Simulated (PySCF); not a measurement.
# How many f electrons in HoF?

Unrestricted PBE0; Ho x2c-SVPall, F x2c-SVPall; spin-free X2C with a Gaussian nucleus (PySCF 2.14). The search starts from ions with several 4f fillings and holds each by maximum overlap.

The lowest solution has 2Ms+1 = 5, about 10.7 4f electrons, near 1.98 Å.

The lowest solution of each spin and filling, followed along the bond (rough minima from three points):

```
2Ms+1  4f population  ⟨S²⟩ at the start  R at minimum (Å)  Te (eV)
    5          10.65               6.01              1.98     0.00
    3          11.00               3.01              2.02     0.22
    7          10.02              12.00              1.96     1.06
    3          10.03               4.00              1.97     1.96
```

Solutions at the starting distance of 2.110 Å, counted from the lowest; the search is not exhaustive:

```csv
2Ms+1,4f population,E (eV),⟨S²⟩,⟨Lz²⟩,μ (D)
5,10.65,0.00,6.01,10.4,-3.51
5,11.00,0.13,6.00,12.4,-4.02
3,11.00,0.15,3.01,11.2,-3.95
3,10.99,0.15,3.01,11.3,-3.95
3,11.00,0.20,3.01,9.0,-3.93
3,11.00,0.21,3.01,12.4,-3.95
3,10.95,0.81,3.03,14.0,-3.93
7,10.02,1.12,12.00,15.5,-4.15
7,10.02,1.15,12.00,14.6,-4.16
7,10.02,1.18,12.00,13.0,-4.15
7,10.03,1.58,12.00,12.8,-2.09
7,10.03,1.62,12.00,13.3,-2.04
3,10.03,2.01,4.00,13.7,-1.75
```

Partly filled real f orbitals mix terms, so no term symbols are given. A population far from a whole number shows f orbitals mixing with d and ligand orbitals, not a clean configuration. A positive dipole means Ho(−)F(+).

Spin–orbit coupling is left out. The state is the lowest single determinant that the PBE0 search found; with open d or f shells the true ground state can be another one.
